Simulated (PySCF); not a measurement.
Cd(SH)(GeH3) (CdGeH4S), SMILES [SH][Cd][GeH3].

Geometry optimised at B3LYP-D3(BJ)/def2-SVP. The structure was generated by enumeration; whether it is a known compound was not checked. The def2 effective core potentials stand for the cores of Cd; spin–orbit coupling is left out. Other conformers were not sampled.

Two levels are set side by side: TDA-PBE/def2-SVPD (PySCF) and TDA-LC-ωPBE/def2-SVPD (PySCF). Vertical, same geometry. The lowest singlet is HOMO→LUMO 59 %, HOMO→LUMO+1 41 % with PBE and HOMO→LUMO 56 %, HOMO→LUMO+1 27 % with the other functional; states are paired by order. Differences are taken from unrounded values.

| quantity | TDA-PBE |
|---|---|
| lowest singlet excitation (eV) | 4.07 |
| lowest triplet excitation (TDA) (eV) | 3.80 |
| first bright state (f over 0.05) (eV) | 5.73 |
| its oscillator strength | 0.97 |

**Question.** These are the TDA-PBE values. What does TDA-LC-ωPBE give? (Estimate from the structure and the level; the computed values follow.)

**Answer.** 
| quantity | TDA-LC-ωPBE | TDA-PBE minus TDA-LC-ωPBE |
|---|---|---|
| lowest singlet excitation (eV) | 5.50 | -1.43 |
| lowest triplet excitation (TDA) (eV) | 4.99 | -1.20 |
| first bright state (f over 0.05) (eV) | 6.00 | -0.26 |
| its oscillator strength | 0.05 | 0.92 |

A lower first singlet is the usual sign of a functional without exact exchange. Differences between two approximate levels are no errors against the true value.

Rough cost on one machine, each run with all the roots and properties that it gave: TDA-LC-ωPBE against TDA-PBE about 2 times.
